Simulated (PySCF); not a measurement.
**The potential of point charges around `CC[P@]1(=O)CCC=C1C`**

Species: `CC[P@]1(=O)CCC=C1C`. Coordinates (GFN2-xTB, Å) and charges (e) from the PBE0/pcSseg-1 density (PySCF):

```
atom       x       y       z  Mulliken      IAO  Hirshfeld  ESP-fitted
  C1   1.878   0.575  -1.085   -0.2777  -0.4173    -0.1186     -0.2409
  C2   1.898   0.199   0.386   -0.4750  -0.5106    -0.1100     -0.0821
  P3   0.330  -0.520   1.033   +1.0183  +1.5014    +0.4225     +0.7579
  O4   0.415  -0.832   2.466   -0.5991  -0.9268    -0.4151     -0.6670
  C5  -0.204  -1.897  -0.075   -0.4752  -0.5259    -0.1138     -0.4346
  C6  -1.201  -1.296  -1.068   -0.1759  -0.2630    -0.0680     -0.0664
  C7  -1.691   0.015  -0.523   -0.0285  -0.1383    -0.0354     -0.2361
  C8  -1.034   0.560   0.492   -0.6224  -0.2631    -0.0463     +0.1578
  C9  -1.314   1.836   1.202   -0.1337  -0.4256    -0.1161     -0.6826
 H10   2.814   1.056  -1.364   +0.1288  +0.1494    +0.0459     +0.0757
 H11   1.751  -0.307  -1.708   +0.1179  +0.1366    +0.0391     +0.0800
 H12   1.061   1.262  -1.294   +0.1311  +0.1432    +0.0342     +0.0482
 H13   2.677  -0.539   0.602   +0.1595  +0.1582    +0.0502     +0.0549
 H14   2.098   1.071   1.016   +0.1572  +0.1573    +0.0491     +0.0585
 H15  -0.690  -2.624   0.580   +0.1736  +0.1704    +0.0527     +0.1652
 H16   0.635  -2.394  -0.561   +0.1473  +0.1511    +0.0456     +0.1349
 H17  -2.044  -1.970  -1.239   +0.1408  +0.1477    +0.0459     +0.0877
 H18  -0.729  -1.122  -2.039   +0.1419  +0.1456    +0.0429     +0.0651
 H19  -2.548   0.475  -0.995   +0.0823  +0.1447    +0.0503     +0.1398
 H20  -1.274   1.658   2.277   +0.1452  +0.1664    +0.0514     +0.2031
 H21  -2.289   2.237   0.933   +0.1185  +0.1489    +0.0481     +0.1876
 H22  -0.550   2.577   0.963   +0.1250  +0.1498    +0.0465     +0.1932
```

Points outside the species (Å): A (1.2, -3.0, -3.9); B (-2.4, -1.4, 5.6); C (4.7, 3.2, -3.5); D (-3.4, 9.0, 2.9).

**Question.** Find the potential V = 14.3996 V·Å × Σ q/r of each set of charges at these points.

**Answer.** In volts:

```json
{"point": "A", "nearest atom": "H18", "distance (Å)": "3.27", "Mulliken": "+0.305", "IAO": "+0.340", "Hirshfeld": "+0.197", "ESP-fitted": "+0.270"}
{"point": "B", "nearest atom": "O4", "distance (Å)": "4.25", "Mulliken": "-0.480", "IAO": "-0.581", "Hirshfeld": "-0.328", "ESP-fitted": "-0.488"}
{"point": "C", "nearest atom": "H10", "distance (Å)": "3.57", "Mulliken": "+0.189", "IAO": "+0.181", "Hirshfeld": "+0.102", "ESP-fitted": "+0.145"}
{"point": "D", "nearest atom": "H21", "distance (Å)": "7.13", "Mulliken": "+0.030", "IAO": "+0.026", "Hirshfeld": "+0.019", "ESP-fitted": "+0.021"}
```

**Question.** How far are the other sets from the ESP-fitted one at these points?

**Answer.** Root-mean-square difference: Mulliken 0.029 V, IAO 0.061 V, Hirshfeld 0.090 V. The ESP scheme fits charges at the nuclei, held to the total charge, to the electrostatic potential on points at 1.4 to 2.0 times the van der Waals radii.

**Question.** What energy would a point charge of +3 e have at B in the field of the ESP charges, leaving out polarisation?

**Answer.** -1.463 eV = -141.2 kJ/mol, an attraction.

One conformer (not necessarily the lowest) at the GFN2-xTB geometry, without solvent, vibrations or thermal averaging.
